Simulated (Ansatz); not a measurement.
Reaction (redistribution): `[SiH3][SiH2][SeH]` + `[SiH3]C(Cl)I` → `[SiH3]C([SiH3])I` + `Cl[SiH2][SeH]`

Isolated molecules relaxed with PBE0-D4/def2-TZVP in Ansatz; ΔE leaves out vibrations. CCSD(T)/CBS is the MP2 limit (def2-TZVPP, def2-QZVPP) plus CCSD(T) − MP2 in def2-TZVPP, frozen cores. DFT in def2-TZVPP. B3LYP here is the variant with VWN-RPA as its local correlation; programs differ in this. Elements past krypton have def2 core potentials. For I, Se outer-core shells are correlated without core-valence functions, which leaves a few kJ/mol of doubt a bond. Scalar relativity is left out up to krypton. Each species was taken in one conformer, which may not be the lowest.

`[SiH3][SiH2][SeH]`:

```xyz
9

Si   -1.101   -0.726   -0.444
Si    1.068    0.073   -0.105
Se    0.989    2.172    0.801
H    -1.090   -2.118   -0.971
H    -1.812    0.157   -1.404
H    -1.825   -0.713    0.856
H     1.858   -0.855    0.749
H     1.789    0.261   -1.391
H     0.122    1.750    1.909
```

`[SiH3]C(Cl)I`:

Cartesian coordinates in Å:
```
Si 0.524 0.622 0.570
C -0.486 -0.417 -0.645
Cl -2.210 -0.274 -0.283
I 0.204 -2.450 -0.558
H 0.300 0.086 1.932
H 1.955 0.530 0.190
H 0.060 2.030 0.479
H -0.347 -0.128 -1.685
```

`[SiH3]C([SiH3])I`:

```xyz
11

Si   -0.780    0.984    1.021
C     0.169    0.456   -0.512
Si    0.829   -1.301   -0.487
I    -1.152    0.641   -2.201
H    -1.922    0.060    1.229
H    -1.274    2.375    0.867
H     0.133    0.912    2.195
H     0.981    1.159   -0.710
H     1.784   -1.436    0.649
H     1.532   -1.606   -1.758
H    -0.300   -2.244   -0.293
```

`Cl[SiH2][SeH]`:

Z-matrix (Å, degrees):
```
Si
Se 1 2.271
Cl 1 2.048 2 106.0
H 1 1.481 2 111.7 3 -118.0
H 1 1.481 2 111.8 3 118.0
H 2 1.471 1 91.4 3 179.2
```

```
             level  ΔE (kJ/mol)  difference from CCSD(T)/CBS
            PBE-D4       -150.4                         25.0
         r2SCAN-D4       -167.9                          7.5
           PBE0-D4       -162.4                         13.0
          B3LYP-D4       -165.6                          9.8
           ωB97X-V       -170.2                          5.2
           ωB97M-V       -178.7                         -3.3
            B2PLYP       -171.8                          3.6
               PBE       -148.9                         26.5
            r2SCAN       -167.6                          7.8
              PBE0       -161.1                         14.3
             B3LYP       -163.2                         12.2
     HF/def2-TZVPP       -187.2                        -11.8
    MP2/def2-TZVPP       -184.7                         -9.3
SCS-MP2/def2-TZVPP       -180.8                         -5.4
   CCSD/def2-TZVPP       -176.0                         -0.6
CCSD(T)/def2-TZVPP       -173.2                          2.2
     HF/def2-QZVPP       -188.3                        -12.9
    MP2/def2-QZVPP       -186.3                        -10.9
SCS-MP2/def2-QZVPP       -182.7                         -7.3
      HF/CBS(def2)       -188.4                        -13.0
     MP2/CBS(def2)       -186.9                        -11.5
    CCSD/CBS(def2)       -178.2                         -2.8
       CCSD(T)/CBS       -175.4                            0
```

Largest T1 diagnostic among the species: 0.011.

From PBE to PBE0 (25 % exact exchange), in def2-TZVPP and without D4, ΔE moves by −12.2 kJ/mol.
